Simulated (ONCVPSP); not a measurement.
# Plane-wave convergence, ONCV potential for Ti (Z = 22)

- Element: titanium
- Generator: ONCVPSP 4.0.1
- Type: optimised norm-conserving Vanderbilt (ONCV)
- Functional: PBEsol
- Relativity: scalar-relativistic
- Frozen core: [Ne]
- Valence charge: 12
- Reference configuration: 3s2 3p6 3d3 4s1
- Partial waves: 3s+4s: rc 1.95 bohr, ncon 4, nbas 7, qcut 6.1 1/bohr, 2 projectors; 3p: rc 1.60 bohr, ncon 3, nbas 7, qcut 10.2 1/bohr, 2 projectors, debl 2.3 Ha; 3d: rc 2.60 bohr, ncon 3, nbas 8, qcut 6.4 1/bohr, 3 projectors, debl 1.4 Ha
- Local potential: polynomial inside 1.20 bohr (lpopt 5, dvloc0 4 Ha)
- Core correction: none

Problem. For each optimised wave give the share of its norm inside rc, the residual kinetic energy above qcut (Ha) and the cutoffs (Ha) for errors of 10, 1, 0.1 and 0.01 mHa per electron.

Solution.

```tsv
wave	norm inside rc	residual KE	10 mHa	1 mHa	0.1 mHa	0.01 mHa
3s	0.978	6.9e-07	5.7	7.5	9.6	15.2
4s	0.068	3.7e-06	4.0	5.9	12.8	16.9
3p	0.869	4.8e-09	15.3	20.0	24.0	27.3
p projector 2	0.062	1.4e-09	12.5	17.7	22.1	25.7
3d	0.774	4.8e-06	11.6	14.3	16.5	19.3
d projector 2	0.303	5.7e-06	13.5	16.2	18.3	20.4
d projector 3	0.216	9.4e-05	15.8	18.3	20.6	44.5
```

The occupied waves need 20 Ha and 24 Ha for 1 and 0.1 mHa. 2 of 4 tests not solved or not reliable.
